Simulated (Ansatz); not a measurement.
Single points on HgI2.

```yaml
crystal:
  periodic: [false, false, false]
  atoms:
    - {symbol: Hg, position_ang: [0.000020, 0.000013, -0.000025]}
    - {symbol: I, position_ang: [-0.017092, -0.021395, 2.602141]}
    - {symbol: I, position_ang: [0.017082, 0.021393, -2.602116]}
basis:
  gaussian: {orbitals: def2-TZVP, initial_orbitals: start.molden}
hamiltonian: {xc: {text: "exchange = 0.95*pbe_x + 0.05*exact_x\ncorrelation = pbe_c"}}
scf: {omitted_lower_state_checks: [starts]}
output: {orbitals: {seedname: orbitals}}
```

The file start.molden holds the orbitals of an earlier run on this structure, at another level or in another basis.

```sh
$ ansatz run in.yaml --threads 2 --pin off --events-out ev --progress --plain --max-ram 4352MiB
```

Shortened log:

```
Functional definition: unnamed
1124 factors; their error is unknown
mean field evaluation 1: about -20381.5715 eV, gradient 6.0e0 eV
mean field evaluation 2: about -20381.6289 eV, gradient 7.4e-2 eV
mean field evaluation 4: about -20381.7319 eV, gradient 1.3e-4 eV
mean field evaluation 8: about -20381.7319 eV, gradient 6.6e-6 eV
mean field -20381.73192564 eV, -749.0148330333 hartree, gradient 6.6e-6 eV, S^2 0.000000; 0 other end points of the search recorded, 0 dependent functions left out
reference -20381.73195826 eV, -749.0148342320 hartree; 35, 35 occupied and 108, 108 virtual orbitals, 1124 factors
Total energy: -20381.73195826 eV, -749.0148342320 hartree
Checks for a lower state left out: starts
```

It took 3.4 s on 2 threads of Intel Xeon Platinum 8259CL on a shared host.

As the first input, with `correlation: {method: mp2}` and without the key `hamiltonian` (abridged; 3.4 s):

```
Functional definition: HF
mean field -20298.32163935 eV, -745.9495615496 hartree, gradient 4.7e-6 eV, S^2 0.000000
8 core orbitals not correlated: weight in the atoms' cores, before any rotation towards them, 1.000 or more for the frozen orbitals, at most 0.000 for the correlated occupied ones
second order -38.81324208 eV of doubles, -0.00000000 eV of singles
Total energy: -20337.13488143 eV, -747.3759218876 hartree
Checks for a lower state left out: starts
```

The first input with `gaussian: {orbitals: def2-TZVPP, initial_orbitals: start.molden}`, `correlation: {method: ccsd_t}` and without the key `hamiltonian` (abridged; 55 s):

```
Functional definition: HF
mean field -20298.34652377 eV, -745.9504760351 hartree, gradient 5.2e-6 eV, S^2 0.000000
8 core orbitals not correlated: weight in the atoms' cores, before any rotation towards them, 1.000 or more for the frozen orbitals, at most 0.000 for the correlated occupied ones
second order -44.35770320 eV of doubles, -0.00000000 eV of singles
cycle   1  -40.37887646 eV  change     4.0e0 eV  update   1.4e-1
cycle   2  -41.50384202 eV  change    -1.1e0 eV  update   4.0e-2
cycle   3  -41.65809292 eV  change   -1.5e-1 eV  update   2.3e-2
cycle   4  -41.57502808 eV  change    8.3e-2 eV  update   8.0e-3
cycle   5  -41.56867812 eV  change    6.3e-3 eV  update   3.8e-3
cycle   6  -41.57363330 eV  change   -5.0e-3 eV  update   8.5e-4
cycle   7  -41.57337271 eV  change    2.6e-4 eV  update   3.1e-4
cycle   8  -41.57314377 eV  change    2.3e-4 eV  update   1.1e-4
cycle   9  -41.57324043 eV  change   -9.7e-5 eV  update   3.5e-5
cycle  10  -41.57325264 eV  change   -1.2e-5 eV  update   9.5e-6
perturbative correction -1.13565396 eV, -0.0417345131 hartree
Total energy: -20341.05543037 eV, -747.5199994034 hartree
Checks for a lower state left out: starts
```

First input, but with `hamiltonian: {xc: {name: wB97M-V}}` (abridged; 11 s):

```
Functional definition: wB97M-V
mean field -20378.12715509 eV, -748.8823601589 hartree, gradient 8.4e-6 eV, S^2 0.000000
Total energy: -20378.12719609 eV, -748.8823616656 hartree
Checks for a lower state left out: starts
```

The first input with `hamiltonian: {xc: {name: revPBE}, dispersion: d4}` (abridged; 2.3 s):

```
Functional definition: revPBE
mean field -20385.73674958 eV, -749.1620075985 hartree, gradient 1.1e-5 eV, S^2 0.000000
Total energy: -20385.93021253 eV, -749.1691172308 hartree
Checks for a lower state left out: starts
```

First input, but with `hamiltonian: {xc: {name: PBE-QIDH}}` and without the key `output` (abridged; 6 s):

```
Functional definition: PBE-QIDH
mean field -20354.53648882 eV, -748.0154191636 hartree, gradient 6.3e-6 eV, S^2 0.000000
8 core orbitals not correlated: weight in the atoms' cores, before any rotation towards them, 1.000 or more for the frozen orbitals, at most 0.000 for the correlated occupied ones
second order -42.57146454 eV of doubles, -0.00000000 eV of singles
Total energy: -20368.72698726 eV, -748.5369103627 hartree
Checks for a lower state left out: starts
```

As the first input, with `hamiltonian: {xc: {text: "exchange = 0.50*pbe_x + 0.50*exact_x\ncorrelation = pbe_c"}}` (abridged; 4.5 s):

```
Functional definition: unnamed
mean field -20382.61645539 eV, -749.0473389020 hartree, gradient 2.2e-5 eV, S^2 0.000000
Total energy: -20382.61647217 eV, -749.0473395184 hartree
Checks for a lower state left out: starts
```

Geometry: PBE-D4/def2-TZVP.

In the def2 sets Hg, I take a core potential; there is no spin–orbit coupling. Correlated methods freeze 8 core orbitals; core or outer-core shells of Hg, I are correlated, in sets that lack core-valence functions.
